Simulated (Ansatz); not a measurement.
Program: Ansatz. Geometries: PBE0-D4/def2-TZVP. ΔE: electronic, gas phase. CBS: MP2 limit from def2 TZ/QZ plus the TZ coupled-cluster correction, frozen cores. This one scheme is used for every species. Functionals use def2-TZVPP. For Se outer-core shells are correlated without core-valence functions, which leaves a few kJ/mol of doubt a bond. Scalar relativity is left out up to krypton. One conformer a species, not always the lowest.

Reaction (ligand exchange at a B–C bond): `O=CB(F)[SiH3]` + H₂Se → `FB([SiH3])[SeH]` + `C=O`

Is it downhill or uphill in electronic energy at CCSD(T)/CBS, and by how much? (Estimate.)

Ansatz gave: Downhill: ΔE = -86.7 kJ/mol.

What do these levels give: PBE, PBE0, HF/def2-TZVPP, CCSD/def2-TZVPP, SCS-MP2/def2-QZVPP, CCSD/CBS(def2)? (An estimate is asked.)

Ansatz gave: PBE -89.7, PBE0 -88.2, HF/def2-TZVPP -75.3, CCSD/def2-TZVPP -82.7, SCS-MP2/def2-QZVPP -87.8, CCSD/CBS(def2) -84.1 kJ/mol.

Largest T1 diagnostic among the species: 0.015.

In def2-TZVPP, CCSD(T) changes the Hartree–Fock value by −10.0 kJ/mol (the triples alone add −2.6 kJ/mol) and MP2 by −18.4 kJ/mol.
